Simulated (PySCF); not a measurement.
Atoms are numbered as in `[CH3:1][Si:2]([CH3:3])([CH3:4])[C@H:5]([F:6])[Cl:7]`. Each H is labelled by its parent atom.

Level of theory: CAM-B3LYP/pcSseg-1 with gauge-including orbitals, geometry from PBE0-D3(BJ)/def2-SVP, in PySCF (single conformer, non-relativistic Hamiltonian, rapidly exchanging positions averaged, in vacuum).

δ = σ(ref) − σ, references computed at the same level: TMS for ¹³C (σ = 182.45 ppm) and ¹H (σ = 31.33 ppm) and ²⁹Si (σ = 343.41 ppm); ¹⁹F (σ = 189.10 ppm) vs CFCl3; ³⁵Cl (σ = 938.90 ppm) vs HCl.

```tsv
atoms	nucleus	count	δ (ppm)
C1/C3/C4	¹³C	3	-5.0
H(C5)	¹H	1	5.84
F6	¹⁹F	1	?
Si2	²⁹Si	1	5.8
C5	¹³C	1	108.9
H(C1)/H(C3)/H(C4)	¹H	9	?
Cl7	³⁵Cl	1	188
```

Estimate the values marked ?.

Results:


- H(C1)/H(C3)/H(C4): 0.14 ppm, hydrogen on a methyl carbon bonded to Si; an electropositive neighbour shields it, as in TMS itself
- F6: -184.8 ppm, fluorine on an sp3 carbon

Carbons that carry Cl, above all several Cl atoms, come out too deshielded, partly because spin–orbit coupling is missing. Shifts are as computed, not scaled to solution data. Of 1211 compounds with measured shifts, 218 miss one by over three times the rms of a fit or turn the order of signals round; such compounds aren't used in these exercises. Unscaled 19F shifts against computed CFCl3 carry errors that often reach 10 to 50 ppm.
